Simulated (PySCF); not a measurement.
## Spin-rotation constants: `C#C[b-]1ccccc1Br`, [C7H5BBr]-, charge -1

Cartesian coordinates in Å; atom numbers follow the order of the lines, from 1:
```xyz
14

C     3.4796   -0.3332   -0.3290
C     2.2832   -0.2461   -0.2192
B     0.7684   -0.1228   -0.0811
C    -0.1664   -1.3002   -0.1712
C    -1.5276   -1.1342   -0.0397
C    -2.1004    0.1144    0.1827
C    -1.3169    1.2563    0.2819
C     0.0507    1.1698    0.1589
Br    0.9959    2.8980    0.3264
H     4.5282   -0.4059   -0.4220
H     0.1888   -2.3179   -0.3413
H    -2.1972   -1.9935   -0.1087
H    -3.1782    0.2051    0.2820
H    -1.8087    2.2098    0.4579
```

Total charge -1.

Theory: GIAO BHandHLYP/aug-pcSseg-1 magnetisability, rotational g tensor and spin-rotation constants, non-relativistic, gas phase (PySCF 2.14.0). Geometry: GFN2-xTB.

The calculation is non-relativistic, which matters for the atoms heavier than Zn. For an ion the centre-of-mass motion in the field is neglected.

(1) Give the nuclear spin-rotation constants along the inertial axes (H = +C I·J) beside the isotropic shieldings.

## Answers

(1) Rotational constants 1.4982, 0.9357, 0.5760 GHz. A star marks the isotopologue with that one atom substituted, in its own axes.
| atom | isotope | Caa (kHz) | Cbb (kHz) | Ccc (kHz) | mean (kHz) | σ (ppm) |
| --- | --- | --- | --- | --- | --- | --- |
| B3 | 11B | 0.404 | 0.323 | 0.069 | 0.266 | 81.6 |
| Br9 | 79Br | 0.315 | 1.654 | 1.143 | 1.037 | 2261.4 |
| H10 | 1H | -0.114 | 0.011 | -0.056 | -0.053 | 29.8 |
| H11 | 1H | 0.003 | 0.041 | -0.051 | -0.002 | 25.0 |
| H12 | 1H | 0.186 | -0.082 | -0.045 | 0.020 | 24.6 |
| H13 | 1H | -0.086 | 0.073 | -0.050 | -0.021 | 26.0 |
| H14 | 1H | -0.038 | 0.061 | -0.046 | -0.008 | 24.3 |
| C1 | 13C* | 0.430 | 0.134 | 0.196 | 0.253 | 94.5 |
| C2 | 13C* | 0.514 | 0.057 | 0.257 | 0.276 | 78.7 |
| C4 | 13C* | 0.585 | 0.456 | 0.068 | 0.370 | 46.7 |
| C5 | 13C* | 0.793 | 0.315 | 0.072 | 0.393 | 47.2 |
| C6 | 13C* | 0.481 | 0.392 | 0.079 | 0.317 | 72.3 |
| C7 | 13C* | 0.606 | 0.419 | 0.095 | 0.373 | 42.3 |
| C8 | 13C* | 0.799 | 0.280 | 0.135 | 0.405 | 32.1 |

For the geometry as given, no vibrational averaging.
